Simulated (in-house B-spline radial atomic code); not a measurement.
Successive ionisation energies of ruthenium; each step leads to the configuration of the next row (after the last: [Ne] 3s2 3p6). Dirac energy differences include first-order Breit, QED and recoil terms. NIST's values go from ground level to ground level; the uncertainty of those that are theory runs from under 0.1 % in few-electron ions to several per cent in heavy many-electron ones. Computed with an all-electron radial atomic-structure program (B-spline basis): Dirac-Hartree-Fock, average of the configuration, finite nuclei.

```json
{"ion": "Ru18+", "configuration": "[Ar] 3d8", "ionisation energy (eV)": "788.7", "tabulated value (eV)": "784", "computed minus tabulated (eV)": "4.7", "highest orbital": "3d5/2", "largest mean radius (bohr)": "0.39015"}
{"ion": "Ru19+", "configuration": "[Ar] 3d7", "ionisation energy (eV)": "849.8", "tabulated value (eV)": "845", "computed minus tabulated (eV)": "4.8", "highest orbital": "3d5/2", "largest mean radius (bohr)": "0.38631"}
{"ion": "Ru20+", "configuration": "[Ar] 3d6", "ionisation energy (eV)": "912.5", "tabulated value (eV)": "905", "computed minus tabulated (eV)": "7.5", "highest orbital": "3d5/2", "largest mean radius (bohr)": "0.38295"}
{"ion": "Ru21+", "configuration": "[Ar] 3d5", "ionisation energy (eV)": "?", "tabulated value (eV)": "?", "computed minus tabulated (eV)": "?", "highest orbital": "?", "largest mean radius (bohr)": "?"}
{"ion": "Ru22+", "configuration": "[Ar] 3d4", "ionisation energy (eV)": "?", "tabulated value (eV)": "?", "computed minus tabulated (eV)": "?", "highest orbital": "?", "largest mean radius (bohr)": "?"}
{"ion": "Ru23+", "configuration": "[Ar] 3d3", "ionisation energy (eV)": "1110.3", "tabulated value (eV)": "1115", "computed minus tabulated (eV)": "-4.7", "highest orbital": "3d5/2", "largest mean radius (bohr)": "0.37296"}
{"ion": "Ru24+", "configuration": "[Ar] 3d2", "ionisation energy (eV)": "1179.4", "tabulated value (eV)": "1187", "computed minus tabulated (eV)": "-7.6", "highest orbital": "3d5/2", "largest mean radius (bohr)": "0.36968"}
{"ion": "Ru25+", "configuration": "[Ar] 3d1", "ionisation energy (eV)": "1250.0", "tabulated value (eV)": "1253", "computed minus tabulated (eV)": "-3.0", "highest orbital": "3d5/2", "largest mean radius (bohr)": "0.36642"}
```

**Question.** Fill in the row of Ru21+.

**Answer.** ionisation energy (eV): 976.9; tabulated value (eV): 981; computed minus tabulated (eV): -4.1; highest orbital: 3d5/2; largest mean radius (bohr): 0.3796.

**Question.** Fill in the row of Ru22+.

**Answer.** ionisation energy (eV): 1042.8; tabulated value (eV): 1048; computed minus tabulated (eV): -5.2; highest orbital: 3d5/2; largest mean radius (bohr): 0.37626.

Where a p, d or f electron is removed, the computed value is a mean over both j, so it misses the tabulated one by a part of the spin-orbit splitting; averaging over terms and missing correlation add to the gap, relatively most at low charge.
